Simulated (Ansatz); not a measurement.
Calculated with Ansatz (gas phase, PBE0-D4/def2-TZVP geometries, no zero-point term in ΔE). CBS: MP2 limit from def2 TZ/QZ plus the TZ coupled-cluster correction, frozen cores. This one scheme is used for every species. One conformer a species, not always the lowest.

Reaction (ligand exchange at the Si–C bond): `CO[SiH](O)C=O` + `O[SiH2]O` → `CO[SiH](O)O[SiH2]O` + `C=O`

```tsv
species	CCSD(T)/CBS(def2) energy (Eh)
`CO[SiH](O)C=O`	-594.37644
`O[SiH2]O`	-441.92975
`CO[SiH](O)O[SiH2]O`	-921.97038
`C=O`	-114.39408
```

Question: Work out ΔE.

Answer: ΔE = (-921.97038) + (-114.39408) − (-594.37644) − (-441.92975) = -0.05827 Eh = -36.6 kcal/mol.

Largest T1 diagnostic among the species: 0.015.

In def2-TZVPP, CCSD(T) changes the Hartree–Fock value by +3.3 kcal/mol (the triples alone add +0.6 kcal/mol) and MP2 by +2.8 kcal/mol. The D4 term adds −1.9 kcal/mol with B3LYP and −1.1 kcal/mol with PBE0; it sums over pairs of atoms, weighted by their polarisabilities, and B3LYP, whose exchange is more repulsive, gets the larger term.

B3LYP here is the variant with VWN-RPA as its local correlation; programs differ in this.
